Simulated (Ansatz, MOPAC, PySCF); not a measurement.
Lewis adduct: AlH3 (SMILES [AlH3]) (first 4 atoms) with AsH3 (SMILES [AsH3]); geometry from B3LYP-D3(BJ)/def2-TZVP, rigid monomers moved along the line of their centres of mass till Al1···As5 is 3.74 Å.
(charge 0, multiplicity 1):
```xyz
8

Al     0.28220     0.62546     0.56096
H     -0.54048    -0.29261    -0.44148
H     -0.24747     2.09129     0.86980
H      1.81159     0.28936     0.83026
As    -1.02539    -0.93568     3.69376
H     -0.56029    -0.43570     5.04160
H     -0.80628    -2.40715     3.95785
H     -2.50670    -0.91412     3.99080
```

Interaction energies are E(AB) − E(A) − E(B) at the monomers' geometry in the complex; basis-set methods are counterpoise corrected. Rows marked so take none.

Rows in STO-3G carry no dispersion term and start afresh at each structure; the Pople sets are all-electron and without relativity. The state that PM3, PM6 reach isn't checked.

Programs: Ansatz (Gaussian orbitals); MOPAC for PM3, PM6 (differences of heats of formation); PySCF for STO-3G rows, the dispersion terms. Values without a source in brackets are computed.

Problem. One of these levels gives 1.1 kJ/mol for the interaction energy. Which?
(A) PM6
(B) HF/STO-3G (no counterpoise)
(C) PBE-D3(BJ)/def2-TZVPPD
(D) PM3

Solution. D, PM3. The others give 31.4 (PM6), -21.8 (HF/STO-3G (no counterpoise)), -26.7 (PBE-D3(BJ)/def2-TZVPPD)

Ansatz is an electronic-structure program.
